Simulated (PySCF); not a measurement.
C₂H₅AlClF, SMILES C[CH2][Al]([F])[Cl].

Geometry: B3LYP-D3(BJ)/def2-SVP. The structure was generated by enumeration; whether it is a known compound was not checked. The values are those of a single conformer.

Level of theory: PySCF with B3LYP-D3(BJ)/def2-SVP.

Frequencies are harmonic and unscaled.

```tsv
mode	ν (cm⁻¹)	IR (km/mol)	Raman (Å⁴/amu)	depolarisation	moving atoms (share of kinetic energy)
1	20	0.3	0.0	–	H 46 %, C 38 %, Cl 8 %
2	95	1.5	0.5	0.70	C 28 %, F 27 %, H 16 %, Al 15 %, Cl 14 %
3	160	12.6	0.4	0.75	H 51 %, Al 33 %, F 9 %
4	189	18.5	1.7	0.66	F 44 %, C 22 %, Cl 20 %, Al 10 %
5	258	18.0	0.2	0.75	H 55 %, Al 32 %
6	283	8.2	4.1	0.31	C 39 %, Cl 29 %, H 13 %, F 12 %
7	490	48.8	13.9	0.11	C 30 %, Cl 26 %, Al 17 %, F 16 %, H 10 %
8	603	44.2	0.3	0.75	H 72 %, C 21 %
9	648	113.0	4.2	0.16	Al 54 %, C 24 %, H 11 %, Cl 10 %
10	879	113.9	0.9	0.75	F 49 %, Al 46 %
11	931	3.7	0.0	–	H 92 %
12	964	6.7	2.5	0.38	H 79 %, C 18 %
13	1034	23.9	4.9	0.59	C 71 %, H 28 %
14	1225	0.7	11.4	0.20	H 61 %, C 38 %
15	1239	2.1	1.8	0.75	H 77 %, C 23 %
16	1402	5.3	5.7	0.71	H 84 %, C 16 %
17	1424	3.1	10.4	0.75	H 90 %, C 10 %
18	1474	3.9	14.9	0.75	H 96 %
19	1482	6.1	19.7	0.75	H 97 %
20	3013	13.0	87.8	0.20	H 95 %
21	3025	34.1	168.0	0.02	H 97 %
22	3051	4.2	102.6	0.75	H 91 %, C 9 %
23	3098	21.9	106.0	0.71	H 91 %, C 9 %
24	3109	22.0	45.9	0.75	H 91 %, C 9 %
```
